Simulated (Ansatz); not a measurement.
Molecular dynamics of FH₆NSi₂

The input (input.yaml):

```yaml
crystal:
  periodic: [false, false, false]
  atoms:
    - { symbol: Si, position_ang: [0.1867, 0.7278, 0.0165] }
    - { symbol: F, position_ang: [1.5022, 0.2577, -1.4157] }
    - { symbol: "N", position_ang: [-0.5824, 1.1537, -1.3907] }
    - { symbol: H, position_ang: [0.5454, 0.7354, -1.9772] }
    - { symbol: H, position_ang: [1.045, 1.6979, 0.7112] }
    - { symbol: Si, position_ang: [-0.2278, -1.2042, 1.1983] }
    - { symbol: H, position_ang: [-1.4526, 1.5944, -1.6194] }
    - { symbol: H, position_ang: [-1.3373, -0.9863, 2.1403] }
    - { symbol: H, position_ang: [0.9274, -1.6421, 1.9909] }
    - { symbol: H, position_ang: [-0.6066, -2.3343, 0.3458] }
magnetization:
  spin_polarized: true
basis:
  gaussian: { orbitals: STO-3G }
hamiltonian:
  xc: r2scanh
  dispersion: d4
md:
  timestep: 0.5
  n_steps: 150
  ensemble: nve
  temperature: 100.0
  initial_velocities: maxwell_boltzmann
  seed: 851411
```

Launched with:

```bash
$ ansatz run input.yaml --threads 1 --pin off --max-ram 2048MiB --backend cpu --events-out ev --progress --plain --runs-dir out
```

It starts from a rough guess of a transition structure, not a stationary point.

Output, in part (step lines, the closing report, with atoms numbered from 0):

```
md step     0: t =     0.00 fs  T =   100.0 K  F+E_penalty+E_count = -19813.11019531 eV  E_kin = 0.103408 eV  conserved = -19813.00678731 eV  (26 SCF iters)
md step     1: t =     0.50 fs  T =   103.5 K  F+E_penalty+E_count = -19813.11327587 eV  E_kin = 0.106997 eV  conserved = -19813.00627869 eV  (25 SCF iters)
md step     2: t =     1.00 fs  T =   128.4 K  F+E_penalty+E_count = -19813.13890740 eV  E_kin = 0.132813 eV  conserved = -19813.00609464 eV  (25 SCF iters)
md step     3: t =     1.50 fs  T =   177.4 K  F+E_penalty+E_count = -19813.18986793 eV  E_kin = 0.183459 eV  conserved = -19813.00640854 eV  (25 SCF iters)
md step     4: t =     2.00 fs  T =   246.0 K  F+E_penalty+E_count = -19813.26140686 eV  E_kin = 0.254377 eV  conserved = -19813.00702967 eV  (29 SCF iters)
md step     5: t =     2.50 fs  T =   325.4 K  F+E_penalty+E_count = -19813.34406874 eV  E_kin = 0.336473 eV  conserved = -19813.00759569 eV  (29 SCF iters)
md step     6: t =     3.00 fs  T =   407.4 K  F+E_penalty+E_count = -19813.42914405 eV  E_kin = 0.421241 eV  conserved = -19813.00790325 eV  (29 SCF iters)
md step     7: t =     3.50 fs  T =   487.4 K  F+E_penalty+E_count = -19813.51200389 eV  E_kin = 0.503967 eV  conserved = -19813.00803667 eV  (29 SCF iters)
[... lines left out ...]
Total energy: -19814.76198889 eV, -728.1790721636 hartree
Atom 0 at     0.298447     0.578266    -0.357009 Å, force     4.994542     0.967065    -0.417072 eV/Å
Atom 1 at     2.010018     0.115028    -0.900382 Å, force    -3.819268     0.708503    -0.026209 eV/Å
Atom 2 at    -1.239198     1.193158    -0.940124 Å, force    -0.362597    -1.947834    -0.896270 eV/Å
Atom 3 at    -1.649793     0.443580    -1.562681 Å, force    -0.437943     0.629420     0.140625 eV/Å
Atom 4 at     0.771848     1.769941     0.265733 Å, force    -0.019721     0.556559     0.672286 eV/Å
Atom 5 at    -0.257434    -1.021807     1.015953 Å, force    -1.025481    -1.033730     0.657525 eV/Å
Atom 6 at    -1.314090     2.070259    -1.487209 Å, force     0.574253     0.338463    -0.336948 eV/Å
Atom 7 at    -1.387375    -0.464854     1.735612 Å, force     0.145521    -0.357283     0.131379 eV/Å
Atom 8 at     0.762136    -1.435921     1.994515 Å, force    -0.481685     0.011820    -0.714621 eV/Å
Atom 9 at    -0.793675    -2.092812     0.159301 Å, force     0.432378     0.127017     0.789304 eV/Å
Dipole moment:    -0.201372    -0.042233    -0.317717 e Å
```

The steps, from the saved trajectory:

| time (fs) | T (K) | potential energy less start (eV) | conserved less start (meV/atom) |
| --- | --- | --- | --- |
| 0.0 | 100 | 0.000 | 0.00 |
| 2.5 | 325 | -0.234 | -0.08 |
| 5.0 | 696 | -0.619 | -0.28 |
| 7.5 | 983 | -0.913 | -0.04 |
| 10.0 | 1381 | -1.327 | -0.25 |
| 12.5 | 1553 | -1.503 | -0.06 |
| 15.0 | 1837 | -1.802 | -0.59 |
| 17.5 | 1731 | -1.693 | -0.64 |
| 20.0 | 1240 | -1.181 | -0.15 |
| 22.5 | 1116 | -1.052 | -0.11 |
| 25.0 | 1625 | -1.579 | -0.21 |
| 27.5 | 2258 | -2.236 | -0.46 |
| 30.0 | 2327 | -2.305 | -0.13 |
| 32.5 | 2288 | -2.267 | -0.44 |
| 35.0 | 1939 | -1.904 | -0.29 |
| 37.5 | 1647 | -1.604 | -0.49 |
| 40.0 | 1187 | -1.125 | -0.04 |
| 42.5 | 1278 | -1.222 | -0.45 |
| 45.0 | 1427 | -1.373 | -0.13 |
| 47.5 | 1685 | -1.640 | -0.17 |
| 50.0 | 1796 | -1.755 | -0.11 |
| 52.5 | 2030 | -2.001 | -0.56 |
| 55.0 | 1824 | -1.789 | -0.58 |
| 57.5 | 1137 | -1.073 | -0.05 |
| 60.0 | 752 | -0.675 | -0.03 |
| 62.5 | 731 | -0.654 | -0.14 |
| 65.0 | 1256 | -1.204 | -0.81 |
| 67.5 | 1254 | -1.194 | 0.01 |
| 70.0 | 1664 | -1.620 | -0.26 |
| 72.5 | 1639 | -1.593 | -0.18 |
| 75.0 | 1689 | -1.652 | -0.91 |

The run went to its last step. The conserved energy stayed within 0.96 meV per atom of its start (net change -0.91 meV per atom), so the integration is sound. The system heated up, since it started high on the potential surface and ran downhill. A run of 0.075 ps of so small a system gives no equilibrium averages. The orbitals stay closed-shell, which can raise the energy where a bond breaks towards radicals; this wasn't checked here. Limits of this set-up: minimal basis.

The step under study would form F2–H4 and break Si1–F2, N3–H4. These pairs go: F2–H4 1.21 → 3.73 Å, Si1–F2 2.00 → 1.85 Å, N3–H4 1.34 → 1.06 Å. In the last frame they stand as before the step (other bonds may differ from the relaxed reactants and products). It ends as one piece, FH6NSi2. Pairs count as bonded within 1.25 times the sum of covalent radii (0.12 Å more for H–H).

Last frame:

```xyz
10
Properties=species:S:1:pos:R:3
Si 0.298 0.578 -0.357
F 2.010 0.115 -0.900
N -1.239 1.193 -0.940
H -1.650 0.444 -1.563
H 0.772 1.770 0.266
Si -0.257 -1.022 1.016
H -1.314 2.070 -1.487
H -1.387 -0.465 1.736
H 0.762 -1.436 1.994
H -0.794 -2.093 0.159
```

Time of the run: 11 min on 1 thread of Arm Neoverse V2 (shared host), peak memory 0.18 GiB.
